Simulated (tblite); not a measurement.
Species: C5H5N2S (doublet state).
SMILES with atom numbers: `[H]/[C:1]=[CH:2]\[c:3]1[n:4][s:5][c:6]([CH3:7])[n:8]1` (hydrogens: H9 on C1; H10 on C2; H11, H12, H13 on C7)
Bond orders are those of one Lewis drawing.

Computed with GFN2-xTB (tblite), gas phase: L-BFGS steps from a force-field or distance-geometry start until the largest atomic force falls under 0.01 eV/Å.

Step 64: E = -604.7286 eV
```
atom  x, y, z in Å  |  force x, y, z in eV/Å
C1     -2.7865    0.9292    0.9174    0.050  -0.074  -0.148
C2     -2.4398    0.1315   -0.0474   -0.016   0.045   0.099
C3     -1.0727   -0.2551   -0.3991    0.015  -0.097   0.017
N4     -0.8617   -1.2080   -1.2765    0.027   0.111   0.020
S5      0.7371   -1.4742   -1.4382   -0.004   0.045   0.046
C6      1.0927   -0.2304   -0.2465   -0.048  -0.107   0.002
C7      2.4550    0.0969    0.2167    0.016  -0.016   0.030
N8      0.0073    0.3072    0.1926   -0.003   0.025   0.035
H9     -2.3423    1.5345    1.6699    0.045   0.014   0.011
H10    -3.1697   -0.3692   -0.6686   -0.103  -0.020  -0.049
H11     2.6134   -0.3230    1.2094   -0.034  -0.016   0.058
H12     3.2100   -0.3160   -0.4464   -0.030   0.080  -0.074
H13     2.5529    1.1770    0.2991    0.085   0.010  -0.046
```

Step 65: E = -604.7311 eV
```
atom  x, y, z in Å  |  force x, y, z in eV/Å
C1     -2.7764    0.9317    0.9169    0.078  -0.085  -0.176
C2     -2.4440    0.1283   -0.0503   -0.023   0.032   0.156
C3     -1.0759   -0.2582   -0.4036   -0.022  -0.090   0.041
N4     -0.8607   -1.2038   -1.2873    0.016   0.114   0.017
S5      0.7391   -1.4653   -1.4451    0.011   0.018   0.016
C6      1.0898   -0.2318   -0.2433   -0.058  -0.101   0.025
C7      2.4517    0.0970    0.2226   -0.008   0.008   0.007
N8      0.0016    0.2984    0.1992    0.004   0.045   0.005
H9     -2.3119    1.5426    1.6553    0.013  -0.020  -0.031
H10    -3.1829   -0.3827   -0.6558   -0.034   0.028  -0.021
H11     2.6105   -0.3253    1.2142   -0.027  -0.004   0.049
H12     3.2077   -0.3083   -0.4436   -0.027   0.053  -0.069
H13     2.5470    1.1778    0.3031    0.078   0.001  -0.019
```

Problem. Estimate the geometry and energy of step 66. (The exact step hangs on the optimiser's Hessian estimate; all steps are aligned on step 65, rigid shifts and turns removed.)

Solution. E = -604.7337 eV, largest force 0.248 eV/Å
```
atom  x, y, z in Å  |  force x, y, z in eV/Å
C1     -2.7678    0.9368    0.9134    0.058  -0.114  -0.212
C2     -2.4461    0.1280   -0.0537    0.006   0.028   0.200
C3     -1.0785   -0.2675   -0.4020   -0.030  -0.057   0.046
N4     -0.8589   -1.2019   -1.2961   -0.004   0.106   0.035
S5      0.7417   -1.4618   -1.4483    0.010   0.005  -0.004
C6      1.0867   -0.2416   -0.2337   -0.045  -0.046   0.033
C7      2.4491    0.0976    0.2262   -0.019   0.027  -0.021
N8     -0.0034    0.2826    0.2127    0.011   0.025  -0.033
H9     -2.2924    1.5432    1.6472    0.025   0.001  -0.007
H10    -3.1921   -0.3775   -0.6540   -0.023   0.021  -0.043
H11     2.6134   -0.3217    1.2182    0.000   0.001   0.027
H12     3.2049   -0.2955   -0.4482   -0.040   0.009  -0.032
H13     2.5389    1.1797    0.3004    0.051  -0.006   0.012
```

The energy changes by -0.0026 eV. The first-order estimate −F·Δx gives -0.0037 eV and the mean of the old and new forces, exact on a quadratic surface, -0.0026 eV. The step makes an angle of 76° with the force vector and moves no atom by more than 0.021 Å.

What follows is the cost of the whole relaxation. Hardware: one thread of an Arm Neoverse V2, on a shared host. Cost: 0.41 s.
